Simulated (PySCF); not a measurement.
# Silicon: highly charged ions in a basis for the neutral atom

Si(7+) [He] 2s2 2p3, Si(8+) [He] 2s2 2p2. Computed with PySCF 2.14 in 6-31G* (4s3p1d, 18 functions), with the non-relativistic Hamiltonian (point nucleus). No spin-orbit coupling, so a gap to NIST mixes the basis error with missing relativistic terms.

Changed run: basis of the neutral atom used for a highly charged ion. This setting is unsound on purpose.

```json
{"species": "Si(7+)", "method": "UHF", "sound run (hartree)": "not run", "changed run (hartree)": "-262.04677", "converged": "yes"}
{"species": "Si(7+)", "method": "r2SCAN", "sound run (hartree)": "not run", "changed run (hartree)": "-262.23455", "converged": "yes"}
{"species": "Si(7+)", "method": "TPSS", "sound run (hartree)": "not run", "changed run (hartree)": "-262.28822", "converged": "yes"}
{"species": "Si(8+)", "method": "UHF", "sound run (hartree)": "not run", "changed run (hartree)": "-250.70137", "converged": "yes"}
{"species": "Si(8+)", "method": "r2SCAN", "sound run (hartree)": "not run", "changed run (hartree)": "-250.85426", "converged": "yes"}
{"species": "Si(8+)", "method": "TPSS", "sound run (hartree)": "not run", "changed run (hartree)": "-250.93311", "converged": "yes"}
```

Ionisation energy of Si(7+):

| method | changed run (eV) | NIST (eV) |
| --- | --- | --- |
| UHF | 308.72 | 303.59 ± 0.05 |
| r2SCAN | 309.67 | 303.59 ± 0.05 |
| TPSS | 308.99 | 303.59 ± 0.05 |

The contracted functions were made for the neutral atom and can be too rigid for a highly charged ion.
